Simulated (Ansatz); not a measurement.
`B[CH]([GaH2])[SiH2]F`, relaxed with RKS PBE-D4/def2-SVP in Ansatz from a rough embedded geometry. The force threshold is 0.03 eV/Å; the program also tests the step.

Charge 0, multiplicity 1.

Start:

```xyz
12

B    -0.535   -1.521    0.551
C    -0.630   -0.224   -0.394
Ga   -0.510    1.715    0.475
Si    1.124    0.295   -0.857
F     1.785   -0.953   -1.850
H     0.409   -2.005    0.875
H    -1.592   -1.903    1.038
H    -1.244   -0.402   -1.252
H    -1.641    1.663    0.687
H    -0.117    1.362    2.159
H     1.020    1.472   -1.726
H     1.930    0.502    0.294
```

(1) How much energy does the relaxation release, and in how many steps? (Best estimate.)

(2) Which bonds change most? (Best estimate.)

(3) Give the relaxed structure. (Best estimate.)

Results:

(1) Computed: 607.03 kJ/mol, in 14 steps.

(2) Ansatz gave: Ga3–H9 from 1.152 to 1.577 Å; Ga3–H10 from 1.765 to 1.574 Å; C2–Ga3 from 2.129 to 2.002 Å; B1–H6 from 1.110 to 1.222 Å.

(3) The calculation gave: 
```xyz
12

B    -0.484   -1.426    0.468
C    -0.557   -0.124   -0.347
Ga   -0.889    1.296    1.024
Si    1.183    0.147   -0.997
F     1.718   -1.246   -1.696
H     0.391   -1.575    1.308
H    -1.290   -2.324    0.308
H    -1.331   -0.076   -1.138
H    -2.161    2.195    0.780
H     0.088    1.448    2.247
H     1.204    1.197   -2.072
H     2.129    0.488    0.115
```
